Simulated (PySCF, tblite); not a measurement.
Isomers of C6H10F2Si, one GFN2-xTB conformer each. Single-point energies are computed at PBE0/pcSseg-1 (PySCF, gas phase, no added dispersion term), electronic only.

Question: Rank them by PBE0/pcSseg-1 energy, lowest first (kJ/mol).
A. `[CH3:1]/[CH:2]=[C:3]1\[CH2:4][SiH2:5][C@H:6]1[CH:7]([F:8])[F:9]` with Si5–C6–C7–F8 41°
B. `[CH2:1]=[CH:2][CH2:3][Si@H:4]([F:5])[CH2:6]/[CH:7]=[CH:8]/[F:9]` with C1–C2–C3–Si4 -110°, C2–C3–Si4–F5 -178°, C3–Si4–C6–C7 -72°, Si4–C6–C7–C8 -111°
C. `[CH:1]#[C:2][CH2:3][C@@:4]([F:5])([CH2:6][F:7])[SiH2:8][CH3:9]` with C2–C3–C4–F5 177°, C3–C4–C6–F7 156°, C3–C4–Si8–C9 155°
D. `[CH:1]#[C:2][C@:3]([CH3:4])([SiH2:5][CH3:6])[CH:7]([F:8])[F:9]` with C2–C3–Si5–C6 -56°, C2–C3–C7–F8 176°

Answer: B (0.0), A (133.5), D (202.1), C (252.7).

As drawn, the lowest has an Si–F bond and a C=C bond outside aromatic rings, which the highest lacks; the highest has a C≡C bond, which the lowest lacks. GFN2-xTB itself gives, in the same order: 0.0, 82.7, 165.7, 189.5. Both levels put the same isomer lowest; measured from each level's own lowest isomer, the values differ by up to 63.2 kJ/mol (C#CC[C@@](F)(CF)[SiH2]C: 189.5 against 252.7).

Q: Which frontier levels, dipoles and rotational constants go with these structures?

A: 
```json
{"SMILES": "C=CC[Si@H](F)C/C=C/F", "HOMO (eV, PBE0/pcSseg-1)": "-7.01", "LUMO (eV)": "-0.30", "dipole (D)": "0.64", "A, B, C (MHz)": "1488, 812.7, 566.6"}
{"SMILES": "C/C=C1\\C[SiH2][C@H]1C(F)F", "HOMO (eV, PBE0/pcSseg-1)": "-7.07", "LUMO (eV)": "-0.02", "dipole (D)": "2.31", "A, B, C (MHz)": "1923, 998.2, 776.6"}
{"SMILES": "C#C[C@](C)([SiH2]C)C(F)F", "HOMO (eV, PBE0/pcSseg-1)": "-7.69", "LUMO (eV)": "0.61", "dipole (D)": "1.47", "A, B, C (MHz)": "1339, 1295, 1095"}
{"SMILES": "C#CC[C@@](F)(CF)[SiH2]C", "HOMO (eV, PBE0/pcSseg-1)": "-8.07", "LUMO (eV)": "0.54", "dipole (D)": "1.41", "A, B, C (MHz)": "1728, 983.2, 918.0"}
```

Q: What happens when harmonic zero-point energies from GFN2-xTB frequencies are added?

A: 
```
                   SMILES  ZPE (kJ/mol)  electronic (kJ/mol)  with ZPE (kJ/mol)
     C=CC[Si@H](F)C/C=C/F         371.8                  0.0                0.0
C/C=C1\C[SiH2][C@H]1C(F)F         369.8                133.5              131.5
 C#C[C@](C)([SiH2]C)C(F)F         362.4                202.1              192.8
  C#CC[C@@](F)(CF)[SiH2]C         361.8                252.7              242.7
```

The zero-point energies span 10.0 kJ/mol. The order is unchanged.
